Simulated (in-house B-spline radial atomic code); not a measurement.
## BSE on G0W0@HF excitations of neutral magnesium

Method: BSE on G0W0@HF. Computed with an all-electron radial atomic-structure program (B-spline basis): linear response of the closed shell [Ne] 3s2 with a statically screened interaction on G0W0 levels; scalar-relativistic (spin-free one-electron X2C), finite nucleus, no spin-orbit coupling, no double excitations, S, P, D and F terms only.

Only levels near the gap carry their own quasi-particle shift, so the BSE energies are approximate.

Command:
```bash
python run_td.py task.json out
```
Settings (radii: box in bohr, nucleus in fm):
```
Z                        12
electrons                12
configuration            [Ne] 3s2
hamiltonian              x2c
method                   bse
box_radius               75
rms_radius               3.057
intervals                78
```

Cost of the run: 14 s on 1 thread of Arm Neoverse N1, on a shared host.

The lowest states, in the order of their Tamm-Dancoff energies; the method's threshold (minus the highest G0W0 level) is 7.693 eV. Labels give the largest channel, * marks a mixed state, and oscillator strengths are full-response dipole values. Measured ¹D terms are left out, since they can mix with doubly excited terms. Energies in eV:

```csv
state,full response,Tamm-Dancoff,oscillator strength,measured (J-weighted term)
3s → 3p 3P,2.917,3.035,-,2.714
3s → 3p 1P,4.889,5.078,1.86,4.346
3s → 4s 3S,5.232,5.245,-,5.108
3s → 4s 1S,?,?,-,?
3s → 4p 3P,6.019,6.025,-,5.932
3s → 3d 3D,6.070,6.072,-,5.946
3s → 3d 1D,6.209,6.211,-,-
3s → 4p 1P,6.292,6.348,0.191,6.118
3s → 5s 3S,6.505,6.508,-,6.431
3s → 5s 1S,6.632,6.636,-,6.516
3s → 5p 3P,6.772,6.774,-,6.726
3s → 4d 3D,6.790,6.792,-,6.719
3s → 4f 3F,6.839,6.839,-,6.779
3s → 4f 1F,6.842,6.842,-,6.779
3s → 4d 1D,?,?,-,-
3s → 5p 1P,6.873,6.896,0.0542,6.783
```

Problem. Where does 3s → 4s 1S lie?

Solution. At 5.664 eV in full response, 5.677 eV in Tamm-Dancoff; measured 5.394 eV.

Problem. Where does 3s → 4d 1D lie?

Solution. At 6.853 eV in full response, 6.854 eV in Tamm-Dancoff.

Problem. How large is the singlet-triplet splitting of 3s → 3p (P terms) in Tamm-Dancoff?

Solution. 2.04 eV, from the unrounded values.

Problem. What polarisabilities and dispersion coefficient does the method give?

Solution. Dipole 64.24 bohr³, quadrupole 803 bohr⁵, C6 581.6 hartree·bohr⁶ for two such species. Recommended dipole value: 71.2 ± 0.4 bohr³ (Schwerdtfeger and Nagle, table of static dipole polarizabilities (2023 update)), which includes relativity and correlation.
